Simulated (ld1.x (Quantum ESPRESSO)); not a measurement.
# Reading a pseudo-wave (P)

Columns: radius, all-electron u(r) and pseudo u(r) of the 3p shell (level -5.48 eV) of phosphorus in the configuration [Ne] 3s2 3p3; revPBE, scalar-relativistic, PAW scheme, ld1.x (Quantum ESPRESSO) 7.5.

| r (bohr) | all-electron | pseudo |
| --- | --- | --- |
| 0.088 | 0.1095 | -0.0041 |
| 0.175 | 0.2366 | -0.0160 |
| 0.262 | 0.2925 | -0.0356 |
| 0.350 | 0.2800 | -0.0628 |
| 0.438 | 0.2195 | -0.0967 |
| 0.525 | 0.1327 | -0.1361 |
| 0.612 | 0.0335 | -0.1805 |
| 0.700 | -0.0694 | -0.2295 |
| 0.788 | -0.1687 | -0.2813 |
| 0.875 | -0.2597 | -0.3342 |
| 0.962 | -0.3416 | -0.3873 |
| 1.050 | -0.4147 | -0.4399 |
| 1.138 | -0.4781 | -0.4901 |
| 1.225 | -0.5314 | -0.5358 |
| 1.312 | -0.5755 | -0.5765 |
| 1.400 | -0.6114 | -0.6114 |
| 1.487 | -0.6386 | -0.6386 |
| 1.575 | -0.6588 | -0.6588 |
| 1.662 | -0.6721 | -0.6721 |
| 1.750 | -0.6796 | -0.6796 |
| 1.838 | -0.6821 | -0.6821 |
| 1.925 | -0.6801 | -0.6801 |
| 2.012 | -0.6744 | -0.6744 |
| 2.100 | -0.6655 | -0.6655 |
| 2.188 | -0.6540 | -0.6540 |
| 2.275 | -0.6404 | -0.6404 |

Question: How many radial nodes do the two functions have?

Answer: The all-electron 3p function has n − l − 1 = 1; the pseudo-wave has 0, since the states of the same l below it are removed with the core.

Question: At about which radius was the pseudo-wave matched?

Answer: 1.45 bohr, where the columns begin to agree (steps of 0.09 bohr).

Question: Where does each function peak?

Answer: Outermost all-electron maximum near 1.84 bohr, pseudo maximum near 1.84 bohr (to the table’s step).

Question: Is the pseudo-wave norm-conserving?

Answer: No, it belongs to a PAW set: the norm inside the radius is not constrained, and the difference is carried by the augmentation charge.
